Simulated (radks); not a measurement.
All-electron atom: the thulium ion Tm18+ in [Kr] 4d10 4f5. Calculated with a radial shooting solver on a logarithmic mesh with Libxc functionals: scalar-relativistic Kohn-Sham, PBEsol, spin-polarised, spherical densities, finite nucleus; open shells are filled with parallel spins first (spin-orbit coupling, left out, can overturn this in heavy ions); Fermi nuclear charge, rms radius 5.2256 fm.

Unscreened Slater integrals over Kohn-Sham orbitals (eV). They are taken over the spin-up orbitals.

F0(4f,4f): 44.850
F2(4f,4f): 23.034
F4(4f,4f): 14.848
F6(4f,4f): 10.804
F0(4f,4d): 45.099
F2(4f,4d): 22.650
F4(4f,4d): 14.743
G1(4f,4d): 25.669
G3(4f,4d): 16.829
G5(4f,4d): 12.110
F0(4f,4p): 46.078
F2(4f,4p): 23.473
G2(4f,4p): 20.255
G4(4f,4p): 14.327
F0(4f,4s): 47.161
G3(4f,4s): 17.259
F0(4d,4d): 45.854
F2(4d,4d): 23.472
F4(4d,4d): 15.836
F0(4d,4p): 46.800
F2(4d,4p): 24.142
G1(4d,4p): 30.511
G3(4d,4p): 19.280
F0(4d,4s): 47.847
G2(4d,4s): 23.953
F0(4p,4p): 47.883
F2(4p,4p): 25.123
F0(4p,4s): 48.993
G1(4p,4s): 33.289
F0(4s,4s): 50.213

Derived for the open shells (J is the average intra-shell exchange parameter used in DFT+U). 4f: F4/F2 = 0.645, F6/F2 = 0.469, J = (286 F2 + 195 F4 + 250 F6)/6435 = 1.893 eV.
